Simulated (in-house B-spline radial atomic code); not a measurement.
## Excitations of Cd by several methods

Full response, energies in eV; labels give the largest channel, * marks a mixed state, a dash one above the method's threshold, and an imaginary frequency an unstable closed-shell reference. Computed with a B-spline radial code for spherical atoms: linear response of the closed shell [Kr] 4d10 5s2 with each method's own kernel (bare exchange for TDHF, static screening on G0W0 levels for BSE, the adiabatic kernel for functionals); scalar-relativistic (spin-free one-electron X2C), finite nucleus, no spin-orbit coupling, no double excitations, S, P, D and F terms only; shells from n = 3 respond. Only terms of natural parity with L up to 3 were computed.

```json
{"method": "TDHF", "5s → 5p 3P": "1.984", "5s → 5p 1P": "4.520", "α (bohr³)": "63.79"}
{"method": "BSE on G0W0@HF", "5s → 5p 3P": "4.120", "5s → 5p 1P": "5.885", "α (bohr³)": "48.07"}
{"method": "LDA VWN5", "5s → 5p 3P": "4.096", "5s → 5p 1P": "5.334", "α (bohr³)": "44.76"}
{"method": "PBE", "5s → 5p 3P": "3.778", "5s → 5p 1P": "5.130", "α (bohr³)": "47.69"}
{"method": "PBE0", "5s → 5p 3P": "3.494", "5s → 5p 1P": "5.043", "α (bohr³)": "50.61"}
{"method": "B3LYP (VWN-RPA)", "5s → 5p 3P": "3.819", "5s → 5p 1P": "5.143", "α (bohr³)": "48.01"}
{"method": "CAM-B3LYP", "5s → 5p 3P": "?", "5s → 5p 1P": "?", "α (bohr³)": "?"}
{"method": "LC-wPBE", "5s → 5p 3P": "2.950", "5s → 5p 1P": "4.888", "α (bohr³)": "54.25"}
{"method": "wB97X", "5s → 5p 3P": "4.127", "5s → 5p 1P": "5.008", "α (bohr³)": "51.3"}
{"method": "HSE06", "5s → 5p 3P": "3.525", "5s → 5p 1P": "5.082", "α (bohr³)": "50.12"}
{"method": "BHandHLYP", "5s → 5p 3P": "?", "5s → 5p 1P": "?", "α (bohr³)": "?"}
{"method": "BLYP", "5s → 5p 3P": "3.991", "5s → 5p 1P": "5.161", "α (bohr³)": "46.23"}
{"method": "PBEsol", "5s → 5p 3P": "3.790", "5s → 5p 1P": "5.186", "α (bohr³)": "47.05"}
{"method": "BP86", "5s → 5p 3P": "3.806", "5s → 5p 1P": "5.206", "α (bohr³)": "46.89"}
{"method": "LDA exchange-only", "5s → 5p 3P": "3.388", "5s → 5p 1P": "-", "α (bohr³)": "48.66"}
{"method": "B97-1", "5s → 5p 3P": "4.075", "5s → 5p 1P": "5.075", "α (bohr³)": "49.71"}
{"method": "RPBE", "5s → 5p 3P": "3.655", "5s → 5p 1P": "5.015", "α (bohr³)": "49.35"}
{"method": "OLYP", "5s → 5p 3P": "3.629", "5s → 5p 1P": "4.853", "α (bohr³)": "50.24"}
```

What does CAM-B3LYP give?

5s → 5p 3P: 3.638; 5s → 5p 1P: 5.107; α: 49.15 (eV, bohr³).

What does BHandHLYP give?

5s → 5p 3P: 3.494; 5s → 5p 1P: 5.001; α: 51.66 (eV, bohr³).

How do the methods fare for 5s → 5p 3P against experiment?

The measured term average is 3.874 eV (NIST). Among the methods with a real root, errors run from -1.89 eV (TDHF) to +0.25 eV (wB97X); B3LYP (VWN-RPA) is closest (-0.06 eV).

How do the methods fare for 5s → 5p 1P against experiment?

The measured term average is 5.417 eV (NIST). Among the methods with a real root, errors run from -0.90 eV (TDHF) to +0.47 eV (BSE on G0W0@HF); LDA VWN5 is closest (-0.08 eV).
